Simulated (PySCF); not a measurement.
**Stationary points of YOF**

These are results of PBE0 in PySCF with Y def2-TZVP with ECP28, O def2-TZVP, F def2-TZVP; scalar-relativistic core potentials, no spin–orbit coupling; density-fitted integrals, not measurements.

Relaxations began from a few typed shapes. The search is not exhaustive: other isomers or separated fragments can lie lower, and high-lying points may rest on an excited occupation.

(1) Order these stationary points by electronic energy, lowest first, in kJ/mol from the lowest minimum.
A. singlet Cs: Y–F 2.028 Å, Y–O 1.809 Å; F–Y–O 114.5°
B. singlet C∞v: Y–F 2.148 Å, Y–O 1.835 Å; F–Y–O 180.0°

(2) Which of them are minima?

Results:

(1) A (0.0), B (65.9).

(2) By energy in kJ/mol, 0.0: minimum; 65.9: saddle point, 2 imaginary modes.

Formally Y is in oxidation state +3, d0. The polar-tensor charge on Y, 1.94, is below the formal one.

For the lowest minimum: stability towards spin polarisation was not tested.
